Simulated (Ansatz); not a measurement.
`C[SiH](O)C=O` → `C=O` + `C[Si]O` at 400 K and 1 bar (silylene formation by 1,1-elimination).

Calculated with Ansatz (gas phase, PBE0-D4/def2-TZVP geometries, no zero-point term in ΔE). CBS: MP2 limit from def2 TZ/QZ plus the TZ coupled-cluster correction, frozen cores. This one scheme is used for every species. One conformer a species, not always the lowest.

| species | CCSD(T)/CBS energy (Eh) | H − E (kJ/mol) | S (J/(mol·K)) |
| --- | --- | --- | --- |
| `C[SiH](O)C=O` | -519.17880 | 239.9 | 382.6 |
| `C=O` | -114.39408 | 83.9 | 229.4 |
| `C[Si]O` | -404.71755 | 153.0 | 313.4 |

H − E and S are ideal-gas, rigid-rotor, harmonic terms from PBE0-D4/def2-TZVP, for one conformer and one mirror image of each species. 1 Eh = 2625.50 kJ/mol, R = 8.31446 J/(mol·K).

Problem. By hand: ΔE, ΔH, ΔS and ΔG.

Solution. ΔE = (-114.39408) + (-404.71755) − (-519.17880) = 0.06717 Eh = 176.4 kJ/mol. Δ(H − E) = 83.9 + 153.0 − 239.9 = -3.0, so ΔH = 173.4 kJ/mol. ΔS = 229.4 + 313.4 − 382.6 = 160.2 J/(mol·K). ΔG = 173.4 − 400 × (160.2)/1000 = 109.3 kJ/mol.

Problem. By hand: the equilibrium constant, and the temperature at which ΔG would vanish if ΔH and ΔS stayed fixed.

Solution. log₁₀ K = −ΔG/(RT ln 10) = -14.3. ΔG = 0 at ΔH/ΔS = 1082 K.

The number of gas molecules changes by +1, which sets the sign of ΔS. A doubt of 5 kJ/mol in ΔE shifts log₁₀ K by 0.7 here. Other conformers and mirror images would add mixing entropy, several J/(mol·K) or more a flexible species. These are equilibria of isolated gas molecules and say nothing of rates. Largest T1 diagnostic: 0.015 (customary marks: 0.02 for closed shells, 0.045 for open ones).
